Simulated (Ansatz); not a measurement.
`C#[C][GeH2][OH]` + H–F → `C#[C][GeH2][F]` + H₂O at 400 K and 1 bar (ligand exchange at a Ge–O bond).

Computed with Ansatz on PBE0-D4/def2-TZVP structures; ΔE is electronic, products minus reactants. CBS: MP2 limit from def2 TZ/QZ plus the TZ coupled-cluster correction, frozen cores. This one scheme is used for every species. For Ge outer-core shells are correlated without core-valence functions, which leaves a few kJ/mol of doubt a bond. Scalar relativity is left out up to krypton. One conformer a species, not always the lowest.

```
          species  CCSD(T)/CBS energy (Eh)  H − E (kJ/mol)  S (J/(mol·K))
`C#[C][GeH2][OH]`              -2229.74950           155.7          358.1
              H–F               -100.39570            36.5          182.2
 `C#[C][GeH2][F]`              -2253.77838           123.5          339.7
              H₂O                -76.37941            69.8          198.6
```

H − E and S are ideal-gas, rigid-rotor, harmonic terms from PBE0-D4/def2-TZVP, for one conformer and one mirror image of each species. 1 Eh = 2625.50 kJ/mol, R = 8.31446 J/(mol·K).

Question: By hand: ΔE, ΔH, ΔS and ΔG.

Answer: ΔE = (-2253.77838) + (-76.37941) − (-2229.74950) − (-100.39570) = -0.01259 Eh = -33.1 kJ/mol. Δ(H − E) = 123.5 + 69.8 − 155.7 − 36.5 = 1.1, so ΔH = -32.0 kJ/mol. ΔS = 339.7 + 198.6 − 358.1 − 182.2 = -2.0 J/(mol·K). ΔG = -32.0 − 400 × (-2.0)/1000 = -31.2 kJ/mol.

Question: By hand: the equilibrium constant, and the temperature at which ΔG would vanish if ΔH and ΔS stayed fixed.

Answer: log₁₀ K = −ΔG/(RT ln 10) = 4.1. ΔG = 0 at ΔH/ΔS = 16000 K, far beyond where these terms or the molecules hold.

The number of gas molecules stays the same, so ΔS is small and ΔH decides. A doubt of 5 kJ/mol in ΔE shifts log₁₀ K by 0.7 here. Other conformers and mirror images would add mixing entropy, several J/(mol·K) or more a flexible species. These are equilibria of isolated gas molecules and say nothing of rates. Largest T1 diagnostic: 0.013 (customary marks: 0.02 for closed shells, 0.045 for open ones).
